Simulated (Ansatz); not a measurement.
Born–Oppenheimer molecular dynamics of AlF3H3P (8 atoms, charge 0, multiplicity 1). It starts at the highest image of a converged band, a first-order saddle point between two minima.

Level of theory: Ansatz, RKS PBE0/def2-SVP.

```
ensemble                      : NVE (velocity Verlet)
time step                     : 0.5 fs
steps asked                   : 200
starting velocities drawn for : 300 K
seed                          : 4963
```

First frame:

```xyz
8
Properties=species:S:1:pos:R:3
Al 0.086 -0.426 0.031
F -0.129 0.074 1.784
F 1.530 0.130 -0.562
F -1.321 -0.141 -0.798
P 0.202 -2.654 1.108
H -0.770 -2.962 0.118
H 1.381 -2.758 0.322
H -0.022 -1.062 1.859
```

Q: How far do the bonds stretch over the last three quarters of this one trajectory? (Pairs bonded in most of those frames.)

A: 
```
  bond  mean (Å)  spread (Å)  shortest  longest
Al1–F2     2.057       0.090      1.88     2.15
Al1–F3     1.667       0.032      1.62     1.73
Al1–F4     1.663       0.022      1.62     1.70
Al1–P5     2.345       0.101      2.20     2.52
 F2–H8     0.969       0.038      0.91     1.08
 P5–H6     1.429       0.051      1.35     1.51
 P5–H7     1.420       0.010      1.40     1.44
```

Mean temperature of the second half: 305 K. The conserved energy stayed within 0.13 meV per atom of its start (net change 0.078 meV per atom), so the integration is sound. A run of 0.1 ps of so small a system gives no equilibrium averages. The orbitals stay closed-shell, which can raise the energy where a bond breaks towards radicals; this wasn't checked here.

Time of the run: 6.5 min on 2 threads of Arm Neoverse V2, with other jobs on the host, peak memory 0.18 GiB.
